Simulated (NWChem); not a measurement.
Species: GaBrCl2; SMILES [Cl][Ga]([Cl])[Br]

```xyz
4

Ga     0.0000     0.0000    -0.4237
Cl     0.0000     1.8309    -1.5019
Cl     0.0000    -1.8309    -1.5019
Br     0.0000     0.0000     1.8343
```
Atoms are numbered in this order, from 1.

Results from NWChem. The geometry was optimised at PBE0/def2-SVP. Ions are spin-unrestricted doublets at the neutral geometry; other ion states weren't tried.

For level PBE/def2-SVP:

```yaml
vertical ionisation energy, ΔSCF (eV): 10.49
"−ε(HOMO) (eV)": 7.52
```

Problem. How do the values read with level PBE0/def2-SVP instead?

Solution. 
* **vertical ionisation energy, ΔSCF (eV)**: 11.09
* **−ε(HOMO) (eV)**: 8.91
